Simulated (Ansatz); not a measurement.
Cost and result for the atomization energy of `C[CH]([SiH3])[AlH][AlH2]` (15 atoms, 14 bonds).

```xyz
15

C     0.7334   -0.5443   -1.3142
C     0.0595    0.6735   -0.6667
Si    1.2955    1.7237    0.2648
Al   -1.4327    0.2275    0.5391
Al   -1.7964   -2.2224    1.3115
H     0.0282   -1.1517   -1.8897
H     1.1779   -1.2018   -0.5594
H     1.5418   -0.2595   -1.9960
H    -0.3634    1.3393   -1.4336
H     1.7529    1.0114    1.4957
H     2.5088    2.0035   -0.5560
H     0.6916    3.0167    0.6877
H    -2.3700    1.4378    0.9990
H    -2.7303   -3.2338    0.5022
H    -1.0968   -2.8199    2.6157
```

Charge 0, multiplicity 1. The structure was optimised at the PBE0-D4/def2-TZVP level. It is one conformer, not always the lowest. Program: Ansatz. All runs use 4 threads of an Arm Neoverse V2 on a shared host. Times are those of one run each, without the atoms' runs, and a repeat can differ threefold. Electronic energies, without spin–orbit coupling; frozen cores. CCSD(T)/CBS adds CCSD(T) − MP2 in def2-TZVPP to the MP2 limit, and its time is that of the two runs behind it. T1 = 0.011. B3LYP takes the VWN-RPA correlation (the form of Gaussian; ORCA's B3LYP/G).

CCSD(T)/CBS is a level of theory with its own doubt, some kJ/mol a heavy atom from the limit and from the frozen cores, so smaller differences don't rank the functionals.

```csv
level,functions,wall time,atomization (kcal/mol),difference from CCSD(T)/CBS,per bond
PBE-D4/def2-TZVPP (with forces),328,3.6 s,1119.4,-4.5,-0.3
PBE0-D4/def2-TZVPP,328,4.4 s,1116.0,-7.9,-0.6
r2SCAN-D4/def2-TZVPP (with forces),328,6.5 s,1123.6,-0.3,0.0
B3LYP-D4/def2-TZVPP (with forces),328,7 s,1120.1,-3.8,-0.3
B2PLYP/def2-TZVPP,328,8 s,1105.5,-18.4,-1.3
ωB97X-V/def2-TZVPP,328,12 s,1129.1,5.2,0.4
ωB97M-V/def2-TZVPP (with forces),328,17 s,1122.4,-1.5,-0.1
MP2/def2-QZVPP,624,36 s,1111.1,-12.8,-0.9
CCSD(T)/def2-TZVPP,328,16 min,1098.5,-25.4,-1.8
CCSD(T)/CBS(def2),–,17 min,1123.9,0.0,0.0
```

The D4 term adds +13.0 kcal/mol with B3LYP and +7.0 kcal/mol with PBE0; it sums over pairs of atoms, weighted by their polarisabilities, and B3LYP, whose exchange is more repulsive, gets the larger term. In def2-TZVPP, CCSD(T) changes the Hartree–Fock value by +241.7 kcal/mol (the triples alone add +10.9 kcal/mol) and MP2 by +239.3 kcal/mol; breaking electron pairs costs correlation energy, which Hartree–Fock lacks. From PBE to PBE0 (25 % exact exchange), in def2-TZVPP and without D4, the atomization energy moves by −2.3 kcal/mol: exact exchange takes away binding that semilocal exchange gives to molecules.
